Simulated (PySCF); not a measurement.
## Worked example: the barrier

An elementary step of SiH$_{3}$ClO$_{2}$, singlet (SiH₃ClO₂ ([OH][SiH]([OH])[Cl]) → SiHClO ([O][SiH][Cl]) + H₂O (still joined by a long Si–O bond); bonds formed: O2–H4; bonds broken: O3–H4; bonds weakened to dative contacts: Si1–O2). “Start” is the structure reached by relaxing down from the saddle towards the reactants; PBE0-D4/def2-TZVP structures. The saddle:

Si1  (-0.570, 0.240, 0.378)
O2  (1.100, 0.078, -0.394)
O3  (-1.093, 0.606, -1.036)
H4  (0.412, 0.292, -1.201)
H5  (-0.420, 1.189, 1.491)
Cl6  (-0.909, -1.597, 1.216)
H7  (1.479, -0.808, -0.454)
(Å)

Computed with PySCF 2.14 with density fitting (its default auxiliary sets; JK sets also for MP2 and CCSD(T)) (basis: def2-TZVPP and def2-QZVPP); correlated methods freeze the cores.

Energies in eV:

| quantity | saddle | start |
| --- | --- | --- |
| Hartree–Fock, triple zeta (X = 3) | -24491.99412 | -24494.88495 |
| Hartree–Fock, quadruple zeta (X = 4) | -24492.79948 | -24495.69584 |
| MP2 correlation, X = 3 | -22.05308 | -21.42971 |
| MP2 correlation, X = 4 | -23.99900 | -23.37296 |
| CCSD(T) correlation, X = 3 | -23.60813 | -23.04365 |

Q: Work out the barrier at the basis limit: extrapolate Hartree–Fock as E(X) = E∞ + A exp(−7.88 √X) and the MP2 correlation as E(X) = E∞ + B X^−2.97 (the exponents that Neese and Valeev fitted for def2-TZVPP and QZVPP), then add CCSD(T) − MP2 in triple zeta.

A: Each step is linear, so take the differences first (saddle − start): Hartree–Fock 2.89083 (X = 3) and 2.89636 (X = 4); MP2 correlation -0.62337 and -0.62604; CCSD(T) correlation -0.56448.
Two points give E∞ = E(4) + w [E(4) − E(3)], with w = 1/(exp(7.88 (2 − √3)) − 1) = 0.1377 for Hartree–Fock and w = 1/((4/3)^2.97 − 1) = 0.7407 for the correlation.
Hartree–Fock: 2.89636 + 0.1377 × 0.00553 = 2.8971 eV.
MP2 correlation: -0.62604 + 0.7407 × (-0.00267) = -0.6280 eV.
CCSD(T) − MP2: -0.56448 − (-0.62337) = 0.0589 eV.
Sum: 2.8971 + (-0.6280) + 0.0589 = 2.3280 eV, or 53.68 kcal/mol. Plain CCSD(T) in triple zeta gives 2.3263 eV, so the larger basis shifts the result by 0.0017 eV.

T1 diagnostic: at most 0.015.

Labels in which every atom is bracketed show which atoms are joined, not bond orders.

For scale, one of the runs: CCSD(T)/def2-TZVPP, 188 basis functions, launched by `OMP_NUM_THREADS=4 python run.py`. Time: 7.2 min of wall clock on 4 CPU threads of an Arm Neoverse V1; the host was shared. Peak host memory: 2.1 GiB.
